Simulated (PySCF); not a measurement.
## Excitation energy of Cu²⁺ by level of theory

Cu²⁺ [Ar] 3d9 (2D) → Cu²⁺ [Ar] 3d8 4s1 (4F), as a difference of total energies. Computed with PySCF 2.14 in x2c-TZVPPall with one added diffuse shell each of s, p, d, f type (7s6p5d3f1g, 80 functions), with the spin-free X2C one-electron Hamiltonian (Gaussian nucleus). Correlated levels: valence: [Ar] frozen; valence and next inner shell: [Ne] frozen. The calculations carry no spin-orbit coupling.

```json
{"method": "UHF", "excitation energy (cm⁻¹)": "49765"}
{"method": "LDA", "excitation energy (cm⁻¹)": "67253"}
{"method": "PBE", "excitation energy (cm⁻¹)": "63688"}
{"method": "PBE0", "excitation energy (cm⁻¹)": "62181"}
{"method": "r2SCAN", "excitation energy (cm⁻¹)": "58569"}
{"method": "revPBE", "excitation energy (cm⁻¹)": "63776"}
{"method": "PBEsol", "excitation energy (cm⁻¹)": "65257"}
{"method": "MN15", "excitation energy (cm⁻¹)": "76153"}
{"method": "M06-2X", "excitation energy (cm⁻¹)": "64251"}
{"method": "MP2 (valence)", "excitation energy (cm⁻¹)": "65680"}
{"method": "SCS-MP2 (valence)", "excitation energy (cm⁻¹)": "65155"}
{"method": "MP2 (valence and next inner shell)", "excitation energy (cm⁻¹)": "69121"}
{"method": "SCS-MP2 (valence and next inner shell)", "excitation energy (cm⁻¹)": "67429"}
```

A first-order spin-orbit estimate (lowest level to lowest level, LS coupling) adds -0.064 eV.
